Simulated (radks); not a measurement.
Problem. The argon ion Ar+ is in [Ne] 3s2 3p5. Method: scalar-relativistic Kohn-Sham, PBE, spin-polarised, spherical densities, finite nucleus; Fermi nuclear charge, rms radius of each element as measured or else 0.836 A^(1/3) + 0.57 fm; computed with a radial shooting solver on a logarithmic mesh with Libxc functionals. Open shells are filled with parallel spins first. One electron is removed from 2p, 2s, 3p, 3s in turn, with full relaxation. Which removal costs least, and what does each cost?

Solution. 3p 27.689 eV; 3s 42.739 eV; 2p 263.83 eV; 2s 328.73 eV. The 3p electron leaves first.
